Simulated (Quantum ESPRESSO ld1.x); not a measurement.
The numbers below are computed, except where a source is named.
Question: In37+, 12 electrons, occupied as [Ne] 3s2. Code: ld1.x of Quantum ESPRESSO 7.5. Model: scalar-relativistic Kohn-Sham, LDA (Slater exchange, Perdew-Zunger correlation), spin-polarised, spherical densities, point nucleus. Some entries of the table are withheld. Estimate them.

| orbital | occ. | eigenvalue (Ry) | <1/r> (bohr^-1) |
|---|---|---|---|
| 1s | 2 | -2203.5403 | 51.83 |
| 2s | 2 | -461.9192 | 12.02 |
| 2p | 6 | (1) | 11.55 |
| 3s | 2 | -185.4350 | (2) |
| 3p | 0 | -176.3426 | 4.740 |
| 4s | 0 | -98.8978 | (3) |

Answer: 
(1) 2p eigenvalue (Ry): -432.7104
(2) 3s <1/r> (bohr^-1): 4.904
(3) 4s <1/r> (bohr^-1): 2.645
